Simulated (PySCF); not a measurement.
## Cd (cadmium, neutral): r2SCAN calculation

Configuration: [Kr] 4d10 5s2, closed-shell 1S. Computed with PySCF 2.14 in aug-cc-pVDZ-PP with ECP28MDF (5s5p4d2f, 54 functions), with a scalar-relativistic core potential.

```json
{
 "Total energy": "-167.7874 hartree",
 "One-electron energy": "-297.2524 hartree",
 "Hartree (Coulomb) energy": "144.9354 hartree",
 "Exchange-correlation energy": "-15.4704 hartree",
 "⟨S²⟩": "0.0000",
 "⟨L²⟩": "0.000",
 "Sum of ⟨r⟩": "26.47 bohr",
 "Sum of ⟨r²⟩": "48.09 bohr²"
}
```

| shell | electrons | mean orbital energy (hartree) | rms radius, mean of both spins (bohr) |
| --- | --- | --- | --- |
| 4s | 2 | -4.10594 | 0.941 |
| 4p | 6 | -2.58283 | 1.03 |
| 4d | 10 | -0.44611 | 1.42 |
| 5s | 2 | -0.22034 | 3.14 |

Energies and moments cover only the electrons outside the core potential.
